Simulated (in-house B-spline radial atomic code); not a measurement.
Configurations of In³⁺, with energies counted from [Kr] 4d10. Level of theory: scalar-relativistic (X2C) RPBE, spin-polarised, spherical fractional occupations, Fermi nucleus of rms radius 4.6156 fm; calculated with an all-electron radial atomic-structure program (B-spline basis). Shells without spins written out take the highest spin.

Occupations are held fixed; configurations that lie above the ionisation limit could autoionise.

```
                                      configuration  E - E(ref) (eV)  highest orbital  its <r> (bohr)
             [Kr] 4d(5 up, 4 down) 5p(1 up, 0 down)           24.585            5p up           2.517
                         [Ar] 3d10 4s2 4p5 4d10 4f1           101.83            4f up            3.66
                          [Ar] 3d9 4s2 4p6 4d10 5s1           442.52            5s up           2.148
[Ar] 3d(5 up, 4 down) 4s2 4p6 4d10 5p(1 up, 0 down)           451.44            5p up           2.496
[Ar] 3d(4 up, 5 down) 4s2 4p6 4d10 5f(0 up, 1 down)           472.74          5f down            6.33
```

(1) Order these further configurations by energy, lowest first.
A. [Kr] 4d9 5d1
B. [Ar] 3d10 4s2 4p5 4d10 5d1
C. [Ar] 3d9 4s2 4p6 4d10 4f1
D. [Kr] 4d(5 up, 4 down) 5s(1 up, 0 down)
E. [Ar] 3d9 4s2 4p6 4d10 5d1

Answers

(1) D (15.7 eV), A (35.777 eV), B (96.67 eV), E (462.66 eV), C (468.05 eV).
